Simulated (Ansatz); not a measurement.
Two structures of CH7AsZn, singlet, reached by relaxing down either side of one saddle point (PBE0-D4/def2-TZVP). Energies are electronic, without zero-point energy. Computed with Ansatz 0.2.0 (basis: def2-TZVPP and def2-QZVPP); correlated methods freeze the cores. The 3s and 3p shells of Cu and Zn are frozen; filled d shells are correlated. The def2 sets are not built for correlating such inner shells, so the correlated values are less sure here. Extrapolation: Hartree–Fock as exp(−7.88 √X), correlation as X^−2.97. First:

Zn1  (0.721, -1.216, 0.125)
H2  (1.776, -1.153, 1.265)
C3  (-0.514, -1.556, -1.344)
H4  (1.310, 2.512, 0.978)
As5  (0.056, 1.663, 0.917)
H6  (-0.342, -0.852, -2.163)
H7  (-1.549, -1.430, -1.015)
H8  (-0.408, -2.568, -1.742)
H9  (-0.848, 2.834, 0.573)
H10  (-0.201, 1.765, 2.407)
(Å)

Second:

| atom | x (Å) | y (Å) | z (Å) |
| --- | --- | --- | --- |
| Zn1 | -0.2794 | 0.3952 | -0.3446 |
| H2 | 2.0231 | -1.0183 | 1.1570 |
| C3 | -0.4931 | -1.3434 | -1.2008 |
| H4 | 2.1498 | -0.3430 | 1.4511 |
| As5 | 0.0195 | 2.5317 | 0.6756 |
| H6 | -1.2902 | -1.3137 | -1.9475 |
| H7 | -0.7479 | -2.1070 | -0.4616 |
| H8 | 0.4310 | -1.6457 | -1.6998 |
| H9 | -1.4234 | 2.9043 | 0.3484 |
| H10 | -0.3895 | 1.9397 | 2.0220 |

**Question.** Which bonds change from the first to the second?

**Answer.** CH₄Zn ([CH3][ZnH]) + AsH₃ → CH₅AsZn ([CH3][Zn][AsH2]) + H₂; bonds formed: Zn1–As5, H2–H4; bonds broken: Zn1–H2, H4–As5.

**Question.** Give the saddle point's structure and its height above each. (Judge from chemistry; the value comes from the calculation.)

**Answer.** The calculation gives: 153.1 kJ/mol above the first and 201.8 kJ/mol above the second (CCSD(T) at an estimated basis limit (MP2 extrapolated from triple and quadruple zeta, plus CCSD(T) − MP2 in triple zeta)).
Zn1  (0.176, -0.430, -0.062)
H2  (1.475, -0.055, 1.092)
C3  (-0.556, -1.707, -1.353)
H4  (1.553, 1.060, 1.159)
As5  (0.168, 2.003, 0.842)
H6  (-1.102, -1.181, -2.139)
H7  (-1.244, -2.393, -0.852)
H8  (0.240, -2.297, -1.813)
H9  (-0.370, 3.437, 0.925)
H10  (-0.340, 1.563, 2.200)
(Å)

The T1 diagnostic stays at or below 0.014.

Labels in which every atom is bracketed show which atoms are joined, not bond orders.

For scale, one of the runs: CCSD(T)/def2-TZVPP, 241 basis functions, launched by `ansatz run in.yaml --threads 8 --pin off --events-out ev --progress --plain --max-ram 19148MiB`. Time: 110 s of wall clock on 8 CPU threads of an Arm Neoverse V1; the host was shared. Peak host memory: 4.6 GiB.
